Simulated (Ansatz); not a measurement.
System: ZrI2, charge 0, multiplicity 3. The spin state was set by rule; other spins were not relaxed. 
Coordinates optimised at B3LYP-D3(BJ)/def2-TZVP (Ansatz, a quantum-chemistry and plane-wave program):
```
Zr
I 1 2.7397
I 1 2.7397 2 180.00
```
Charge 0, spin multiplicity 3.

Basis-set convergence of Hartree-Fock and CCSD correlation energies (hartree) with Ansatz. Correlated levels leave the core frozen unless marked. UHF or UKS for open shells. Spin-orbit coupling is left out. Frozen are the shells of the preceding noble gas and the d and f shells that filled before the atom's block. In def2 rows, elements after Kr have scalar-relativistic effective core potentials.

```
basis        functions       E(HF)  E(corr, CCSD)
-----------  ---------  ----------  -------------
def2-SVPD          104  -639.95875       -0.27141
def2-TZVPPD        174           ?              ?
```

Task: What belongs in the gaps?

Result: 
- def2-TZVPPD, E(HF): -639.98875
- def2-TZVPPD, E(corr, CCSD): -0.36172
